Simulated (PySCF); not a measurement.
Vertical excitation energies

Species: C7H12AlN.
SMILES: `C[CH2][AlH2-][N+]1=CC=CC=C1`

Method: PySCF 2.14.0, density-fitted response routines, TDDFT CAM-B3LYP/def2-SVPD, vertical, gas phase, core orbitals frozen in the response. The structure is a single PBE0-D3(BJ)/def2-SVP conformer in the gas phase; no vibrational or solvent corrections. Torsions of this conformer, `[CH3:1][CH2:2][AlH2-:3][n+:4]1[cH:5][cH:6][cH:7][cH:8][cH:9]1`: C1–C2–Al3–N4 -57°, C2–Al3–N4–C5 87°.

What does the calculation give for the low-lying excited states?

```tsv
state	E (eV)	E (hartree)	f	main configurations (H = HOMO, L = LUMO)
S1	4.41	0.1620	0.049	H→L (99%)
S2	5.00	0.1838	0.0009	H-1→L (87%), H→L+1 (12%)
S3	5.04	0.1853	0.0014	H→L+1 (80%), H-1→L (12%)
S4	5.58	0.2051	0.056	H-2→L (70%), H-5→L+1 (13%)
S5	5.74	0.2110	0.0091	H-1→L+1 (97%)
S6	5.88	0.2159	0.0047	H-3→L (68%), H-7→L (13%)
S7	6.38	0.2343	0.0030	H→L+2 (56%), H→L+3 (12%), H→L+6 (10%)
S8	6.47	0.2378	0.049	H-2→L+1 (40%), H-5→L (22%), H→L+3 (16%)
S9	6.50	0.2389	0.021	H→L+5 (37%), H→L+3 (23%), H-2→L+1 (17%)
S10	6.57	0.2415	0.0025	H-3→L+1 (71%), H-7→L+1 (14%)
```

Triplets, Tamm–Dancoff:

```
state  E (eV)  λ (nm)  main configurations (H = HOMO, L = LUMO)
   T1    4.08   304.2     H→L (60%), H-5→L (19%), H-2→L+1 (15%)
   T2    4.38   283.4                               H-2→L (83%)
   T3    4.49   276.3                  H-2→L+1 (49%), H→L (32%)
   T4    4.97   249.3                  H-1→L (63%), H→L+1 (31%)
```

The lowest singlet comes at 281 nm (425 kJ/mol) in the ultraviolet; it is of moderate strength; its leading configuration is HOMO→LUMO (99%). The strongest level in the table is S4 at 5.58 eV (222 nm, f = 0.056). Löwdin shares by element: HOMO carbon 50% or more, aluminium 20%, hydrogen 6% or more (atoms not listed hold the other 24%); LUMO carbon 49% or more, nitrogen 21% (atoms not listed hold the other 30%). The oscillator strengths of these states sum to 0.197; summed over the whole spectrum of an exact calculation they would give the number of electrons, 74 (Thomas–Reiche–Kuhn). Of the 10 states listed, 4 reach f = 0.01 and none stays under 0.0005. The listed states span 2.16 eV, and the widest gap between neighbours is 0.59 eV (S1 to S2). The vertical ionisation energy (ΔSCF) is 8.45 eV, 1.88 eV above S10. The window holds the lowest 10 singlets.

The run took 5.4 min on one thread, Arm Neoverse V1 (aarch64), shared host with 32 logical CPUs at a one-minute load of 10, and the process peaked at 1.4 GiB of memory.
